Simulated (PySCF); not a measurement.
SMILES C[SiH2][SiH2]O[SiH3] (CH10OSi3), GFN2-xTB optimised geometry. Atoms within 1.6 Å of the plane z = 0.6 Å (x, y, z in Å): C1 (3.07, -1.00, 0.00), Si2 (1.16, -1.00, 0.00), Si3 (0.39, 1.17, 0.00), O4 (-1.23, 1.12, -0.07), Si5 (-2.76, 0.82, -0.48), H6 (3.46, -0.49, 0.88), H7 (3.46, -0.49, -0.87), H8 (3.46, -2.01, 0.00), H9 (0.74, -1.79, 1.17), H12 (0.64, 1.96, 1.21), H13 (-3.46, 0.58, 0.78).

Calculation: PySCF with PBE0/def2-TZVP.

Map of the deformation density (molecule minus spherical neutral atoms) (e/bohr³) on the plane z = 0.6 Å:

```
|2222222222222222222222222|
|2222222222222222222222222|
|2222222222222222222222222|
|2222222222222222222222222|
|2222222222222222222222222|
|2222222222222222222222222|
|2222222222111222222222222|
|2222111112112332122222222|
|2222111122212652112222222|
|2222221123311431112222222|
|2222573123310111111122222|
|2222693112210232111111222|
|2222232111112332111221122|
|2222221111111220123961122|
|2222221111111220233851122|
|2222222222112462221221122|
|2222222222212462111221122|
|2222222222222222111111222|
|2222222222222221111111222|
|2222222222222222222222222|
|2222222222222222222222222|
|2222222222222222222222222|
|2222222222222222222222222|
|2222222222222222222222222|
|2222222222222222222222222|
```
Scale: ten equal steps from -0.020 (start of '0') to 0.070 (end of '9'), in the order '0123456789'; x runs from -5.50 to 5.50, y from -5.50 (bottom) to 5.50 (top).
